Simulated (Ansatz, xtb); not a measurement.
C3H11BSi: which of two isomers lies lower

We compare X, `CBC[SiH2]C`, a singlet, with Y, `CB(C)C[SiH3]`, a singlet. Both are isolated molecules in the gas phase, relaxed with B3LYP-D3(BJ)/def2-SVP; the shapes shown needn't be the lowest conformers.

X (Å):

```xyz
16

C    -0.0735    0.0721   -2.1845
C    -0.8630    1.4034    0.0854
C    -0.7760   -1.5881    1.0261
B     0.1801    1.0870   -1.0153
Si   -0.5795    0.2129    1.5477
H    -0.0643    0.6454   -3.1327
H     0.7575   -0.6487   -2.2841
H    -1.0259   -0.4783   -2.1321
H     1.2704    1.6175   -0.9510
H    -0.7610    2.4118    0.5202
H    -1.9084    1.2329   -0.2264
H     0.7847    0.4290    2.1159
H    -1.5755    0.5381    2.6136
H    -0.0145   -1.8729    0.2830
H    -1.7673   -1.7600    0.5762
H    -0.6746   -2.2603    1.8929
```

Y (Å):

```yaml
atoms:
  - { symbol: C, position_ang: [-0.1437, -0.5330, 0.9781] }
  - { symbol: C, position_ang: [1.7850, 0.5285, -0.6273] }
  - { symbol: C, position_ang: [-0.8330, 0.7894, -1.3092] }
  - { symbol: B, position_ang: [0.2606, 0.2774, -0.3127] }
  - { symbol: Si, position_ang: [-1.2860, -0.6119, -2.5037] }
  - { symbol: H, position_ang: [-1.2026, -0.4550, 1.2696] }
  - { symbol: H, position_ang: [0.4912, -0.2811, 1.8449] }
  - { symbol: H, position_ang: [0.0603, -1.6026, 0.7701] }
  - { symbol: H, position_ang: [2.0125, 0.6415, -1.6995] }
  - { symbol: H, position_ang: [2.0373, 1.4998, -0.1544] }
  - { symbol: H, position_ang: [2.4675, -0.2146, -0.1843] }
  - { symbol: H, position_ang: [-0.4916, 1.6257, -1.9432] }
  - { symbol: H, position_ang: [-1.7774, 1.0692, -0.8114] }
  - { symbol: H, position_ang: [-0.0791, -1.0783, -3.2487] }
  - { symbol: H, position_ang: [-2.3002, -0.1478, -3.4962] }
  - { symbol: H, position_ang: [-1.8531, -1.7744, -1.7586] }
```

Quicker runs give these differences E(Y) − E(X): GFN2-xTB −14.92 kJ/mol; HF/STO-3G −0.28 kJ/mol (at GFN2-xTB geometries); r2SCAN-D4/def2-SVP −14.13 kJ/mol (at GFN2-xTB geometries).

Question: Estimate E(Y) − E(X) at the level CCSD(T)/def2-SVP + ΔMP2/def2-TZVPP.

Answer: Too close to call at this level: CCSD(T)/def2-SVP + ΔMP2/def2-TZVPP gives E(Y) − E(X) = −6.97 kJ/mol.

The same difference at several levels:

```csv
level,geometry,E(Y) − E(X) (kJ/mol),departure from the last row (kJ/mol),"job, with rough time for the two"
GFN2-xTB,GFN2-xTB,−14.92,−7.95,"optimisation, 0.38 s"
HF/STO-3G,GFN2-xTB,−0.28,+6.69,"single point, 0.4 s"
r2SCAN-D4/def2-SVP,GFN2-xTB,−14.13,−7.17,"single point, 5.1 s"
B3LYP-D3(BJ)/def2-SVP,B3LYP-D3(BJ)/def2-SVP,−12.64,−5.68,"optimisation, 78 s"
HF/def2-SVP,B3LYP-D3(BJ)/def2-SVP,−12.00,−5.04,part of the CCSD(T) run
MP2/def2-SVP,B3LYP-D3(BJ)/def2-SVP,−14.34,−7.37,part of the CCSD(T) run
CCSD(T)/def2-SVP,B3LYP-D3(BJ)/def2-SVP,−15.42,−8.45,single point
CCSD(T)/def2-SVP + ΔMP2/def2-TZVPP,B3LYP-D3(BJ)/def2-SVP,−6.97,,"single point, 62 s"
```

As drawn, Y has 1 C–B, 1 Si–H in place of 1 C–Si, 1 B–H.

HF/STO-3G finds them nearly level. The largest departure from CCSD(T)/def2-SVP + ΔMP2/def2-TZVPP is that of CCSD(T)/def2-SVP, 8.45 kJ/mol. The last row adds to CCSD(T) the change of the MP2 difference between the two basis sets, here +8.45 kJ/mol.

With harmonic frequencies from B3LYP-D3(BJ)/def2-SVP (ideal gas, rigid rotor, one conformer each, 298.15 K, 1 atm): the zero-point term adds −2.35 kJ/mol; ΔH is −9.01 and ΔG −9.89 kJ/mol.

The correlated steps freeze 9 core orbitals. Programs: Ansatz 0.2.0, xtb 6.7.1; the last row on 2 threads of Arm Neoverse V1 on a shared host.
